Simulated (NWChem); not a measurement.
# SrF2; SMILES [F][Sr][F]

```xyz
3

Sr     0.0000     0.0000     0.2901
F      1.9215     0.0000    -0.6125
F     -1.9215     0.0000    -0.6125
```
Atoms are numbered in this order, from 1.

Computed with NWChem. All runs use the structure optimised with PBE0/def2-SVP. No frequency run checked for a minimum. def2 effective core potentials on Sr; no spin-orbit coupling. Ions are spin-unrestricted doublets at the neutral geometry; other ion states weren't tried.

For level LRC-wPBEh/def2-SVPD:

```
Quantity                               Value
-------------------------------------  -----
vertical ionisation energy, ΔSCF (eV)  11.28
−ε(HOMO) (eV)                          10.42
```

What are these values for level PBE/def2-SVPD?

The vertical ionisation energy, ΔSCF (eV) is 10.53 and the −ε(HOMO) (eV) is 6.71.
